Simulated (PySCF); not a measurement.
C4H12Si (SMILES C[Si](C)(C)C), singlet, geometry from GFN2-xTB; TPSS/STO-3G in PySCF.

PySCF was given this input:
```python
from pyscf import gto, scf, dft

mol = gto.M(
    atom='''
C    -0.417781   -1.214189   -1.412677
Si    0.000000    0.000000   -0.000000
C     0.005541    1.785287   -0.676144
C    -1.310410   -0.153853    1.379712
C     1.722650   -0.417246    0.709109
H    -1.393964   -1.004244   -1.839505
H    -0.429310   -2.241604   -1.061285
H     0.309978   -1.152215   -2.216244
H     0.240358    2.503370    0.103862
H    -0.962114    2.055656   -1.088135
H     0.741828    1.907685   -1.464873
H    -2.304575    0.077452    1.009137
H    -1.339921   -1.159908    1.787357
H    -1.102103    0.525166    2.201134
H     1.754239   -1.428607    1.103244
H     2.493527   -0.339218   -0.051714
H     1.992058    0.256468    1.517021
''',
    basis='sto-3g',
    charge=0,
    spin=0,
    verbose=4,
)

mf = dft.RKS(mol)
mf.xc = 'tpss'
mf.grids.level = 1
mf.kernel()
```

The log (banner, timings and long lists left out):

```
PySCF version 2.14.0

[INPUT] verbose = 4
[INPUT] num. atoms = 17
[INPUT] num. electrons = 50
[INPUT] charge = 0
[INPUT] spin (= nelec alpha-beta = 2S) = 0
[INPUT] symmetry False subgroup None
[INPUT] Mole.unit = angstrom
[INPUT] Symbol           X                Y                Z      unit          X                Y                Z       unit  Magmom
[INPUT]  1 C     -0.417781000000  -1.214189000000  -1.412677000000 AA   -0.789491670047  -2.294484673460  -2.669572632472 Bohr   0.0
[INPUT]  2 Si     0.000000000000   0.000000000000   0.000000000000 AA    0.000000000000   0.000000000000   0.000000000000 Bohr   0.0
[INPUT]  3 C      0.005541000000   1.785287000000  -0.676144000000 AA    0.010470972456   3.373703483746  -1.277726980768 Bohr   0.0
[INPUT]  4 C     -1.310410000000  -0.153853000000   1.379712000000 AA   -2.476316010891  -0.290740033443   2.607277810776 Bohr   0.0
[INPUT]  5 C      1.722650000000  -0.417246000000   0.709109000000 AA    3.255336708482  -0.788480666570   1.340021802464 Bohr   0.0
[INPUT]  6 H     -1.393964000000  -1.004244000000  -1.839505000000 AA   -2.634210187503  -1.897746122238  -3.476160654768 Bohr   0.0
[INPUT]  7 H     -0.429310000000  -2.241604000000  -1.061285000000 AA   -0.811278322537  -4.236017639730  -2.005537990109 Bohr   0.0
[INPUT]  8 H      0.309978000000  -1.152215000000  -2.216244000000 AA    0.585773524640  -2.177370786616  -4.188094185211 Bohr   0.0
[INPUT]  9 H      0.240358000000   2.503370000000   0.103862000000 AA    0.454210791848   4.730683688452   0.196270734750 Bohr   0.0
[INPUT] 10 H     -0.962114000000   2.055656000000  -1.088135000000 AA   -1.818131960610   3.884626846319  -2.056277136554 Bohr   0.0
[INPUT] 11 H      0.741828000000   1.907685000000  -1.464873000000 AA    1.401851751534   3.605002181941  -2.768208777270 Bohr   0.0
[INPUT] 12 H     -2.304575000000   0.077452000000   1.009137000000 AA   -4.355015583520   0.146363067800   1.906992552165 Bohr   0.0
[INPUT] 13 H     -1.339921000000  -1.159908000000   1.787357000000 AA   -2.532083718553  -2.191908449692   3.377615216824 Bohr   0.0
[INPUT] 14 H     -1.102103000000   0.525166000000   2.201134000000 AA   -2.082672831062   0.992419909933   4.159540423468 Bohr   0.0
[INPUT] 15 H      1.754239000000  -1.428607000000   1.103244000000 AA    3.315031267031  -2.699675969637   2.084829008570 Bohr   0.0
[INPUT] 16 H      2.493527000000  -0.339218000000  -0.051714000000 AA    4.712083114208  -0.641029116523  -0.097725296806 Bohr   0.0
[INPUT] 17 H      1.992058000000   0.256468000000   1.517021000000 AA    3.764444044249   0.484654279715   2.866754215214 Bohr   0.0

nuclear repulsion = 243.401032827796
number of shells = 29
number of NR pGTOs = 123
number of NR cGTOs = 41
basis = sto-3g
ecp = {}

******** <class 'pyscf.dft.rks.RKS'> ********
method = RKS
initial guess = minao
damping factor = 0
level_shift factor = 0
DIIS = <class 'pyscf.scf.diis.CDIIS'>
diis_start_cycle = 1
diis_space = 8
diis_damp = 0
SCF conv_tol = 1e-09
SCF conv_tol_grad = None
SCF max_cycles = 50
direct_scf = True
direct_scf_tol = 1e-13
XC library pyscf.dft.libxc version 7.1.2
    S. Lehtola, C. Steigemann, M. J. T. Oliveira, and M. A. L. Marques,  SoftwareX 7, 1–5 (2018)
XC functionals = tpss
    J. Tao, J. P. Perdew, V. N. Staroverov, and G. E. Scuseria,  Phys. Rev. Lett. 91, 146401 (2003)
    J. P. Perdew, J. Tao, V. N. Staroverov, and G. E. Scuseria,  J. Chem. Phys. 120, 6898 (2004)
    J. Tao, J. P. Perdew, V. N. Staroverov, and G. E. Scuseria,  Phys. Rev. Lett. 91, 146401 (2003)
    J. P. Perdew, J. Tao, V. N. Staroverov, and G. E. Scuseria,  J. Chem. Phys. 120, 6898 (2004)
radial grids:
    Treutler-Ahlrichs [JCP 102, 346 (1995); DOI:10.1063/1.469408] (M4) radial grids

becke partition: Becke, JCP 88, 2547 (1988); DOI:10.1063/1.454033
pruning grids: <function nwchem_prune>
grids dens level: 1
symmetrized grids: False
atomic radii adjust function: <function treutler_atomic_radii_adjust>
small_rho_cutoff = 0
Set gradient conv threshold to 3.16228e-05
Initial guess from minao.
tot grids = 56800
init E= -443.688643648778
  HOMO = -0.333185033234768  LUMO = 0.120852287440939  gap/eV = 12.35498
cycle= 1 E= -443.986655132045  delta_E= -0.298  |g|= 0.453  |ddm|= 4.59
  HOMO = -0.17123442476624  LUMO = 0.30299105132801  gap/eV = 12.90433
cycle= 2 E= -443.977491267784  delta_E= 0.00916  |g|= 0.479  |ddm|= 1.26
  HOMO = -0.207361595341746  LUMO = 0.259482632331696  gap/eV = 12.70348
cycle= 3 E= -444.050548951781  delta_E= -0.0731  |g|= 0.0102  |ddm|= 0.663
  HOMO = -0.210504937975487  LUMO = 0.255603965548593  gap/eV = 12.68347
cycle= 4 E= -444.050587325782  delta_E= -3.84e-05  |g|= 0.00413  |ddm|= 0.0262
  HOMO = -0.209707680415758  LUMO = 0.256629832336319  gap/eV = 12.68969
cycle= 5 E= -444.050594114692  delta_E= -6.79e-06  |g|= 7.29e-05  |ddm|= 0.00718
  HOMO = -0.209704026337789  LUMO = 0.256634294621871  gap/eV = 12.68971
cycle= 6 E= -444.050594116923  delta_E= -2.23e-09  |g|= 1.26e-06  |ddm|= 0.000126
  HOMO = -0.209704296912213  LUMO = 0.256633953697744  gap/eV = 12.68971
cycle= 7 E= -444.05059411692  delta_E= 2.61e-12  |g|= 8.58e-07  |ddm|= 3.1e-06
  HOMO = -0.209704254609924  LUMO = 0.256633945303069  gap/eV = 12.68971
Extra cycle  E= -444.050594116919  delta_E= 1.71e-12  |g|= 1.02e-06  |ddm|= 2.64e-06
converged SCF energy = -444.050594116919
```
